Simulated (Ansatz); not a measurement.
`O=CBBr` + H–F → `O=CBF` + HBr at 700 K and 1 bar (ligand exchange at a B–Br bond).

Isolated molecules relaxed with PBE0-D4/def2-TZVP in Ansatz; ΔE leaves out vibrations. CCSD(T)/CBS adds triple-zeta CCSD(T) − MP2 to the extrapolated MP2 energy (def2 sets, frozen cores). This one scheme is used for every species. For Br outer-core shells are correlated without core-valence functions, which leaves a few kJ/mol of doubt a bond. Scalar relativity is left out up to krypton. One conformer a species, not always the lowest.

| species | CCSD(T)/CBS energy (Eh) | H − E (kJ/mol) | S (J/(mol·K)) |
| --- | --- | --- | --- |
| `O=CBBr` | -2712.53327 | 131.9 | 385.6 |
| H–F | -100.39570 | 45.2 | 198.5 |
| `O=CBF` | -239.02821 | 134.7 | 359.9 |
| HBr | -2573.91920 | 36.5 | 223.7 |

H − E and S are ideal-gas, rigid-rotor, harmonic terms from PBE0-D4/def2-TZVP, for one conformer and one mirror image of each species. 1 Eh = 2625.50 kJ/mol, R = 8.31446 J/(mol·K).

Task: By hand: ΔE, ΔH, ΔS and ΔG.

Result: ΔE = (-239.02821) + (-2573.91920) − (-2712.53327) − (-100.39570) = -0.01844 Eh = -48.4 kJ/mol. Δ(H − E) = 134.7 + 36.5 − 131.9 − 45.2 = -5.9, so ΔH = -54.3 kJ/mol. ΔS = 359.9 + 223.7 − 385.6 − 198.5 = -0.5 J/(mol·K). ΔG = -54.3 − 700 × (-0.5)/1000 = -53.9 kJ/mol.

Task: By hand: the equilibrium constant, and the temperature at which ΔG would vanish if ΔH and ΔS stayed fixed.

Result: log₁₀ K = −ΔG/(RT ln 10) = 4.0. ΔG = 0 at ΔH/ΔS = 108600 K, far beyond where these terms or the molecules hold.

The number of gas molecules stays the same, so ΔS is small and ΔH decides. A doubt of 5 kJ/mol in ΔE shifts log₁₀ K by 0.4 here. Other conformers and mirror images would add mixing entropy, several J/(mol·K) or more a flexible species. Modes under 60 cm⁻¹, often nearly free rotors, make the harmonic entropy too high. These are equilibria of isolated gas molecules and say nothing of rates. Largest T1 diagnostic: 0.015 (customary marks: 0.02 for closed shells, 0.045 for open ones).
